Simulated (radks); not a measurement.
Coulomb parameter of the 4d shell of the ruthenium ion Ru3+ in the model configuration [Kr] 4d4 5s1, as a second difference U = [E(n + 1) + E(n - 1) - 2 E(n)] / (1)^2 with all orbitals relaxed. "Bare": the charge of the atom changes with n. "Screened": the 5s shell takes up the change at fixed total charge, which measures U(4d,4d) + U(5s,5s) - 2 U(4d,5s). Method: scalar-relativistic Kohn-Sham, BLYP, spin-unpolarised, spherical densities, point nucleus; computed with a radial shooting solver on a logarithmic mesh with Libxc functionals.

| case | configuration | E - E(n) (eV) |
|---|---|---|
| start | [Kr] 4d4 5s1 | 0.000 |
| bare +1 | [Kr] 4d5 5s1 | -34.067 |
| bare -1 | [Kr] 4d3 5s1 | 48.301 |
| screened +1 | [Kr] 4d5 | -9.235 |
| screened -1 | [Kr] 4d3 5s2 | 11.347 |

U(bare) = 14.234 eV, U(screened by 5s) = 2.112 eV, against the Slater integral F0(4d,4d) = 17.568 eV with frozen orbitals.
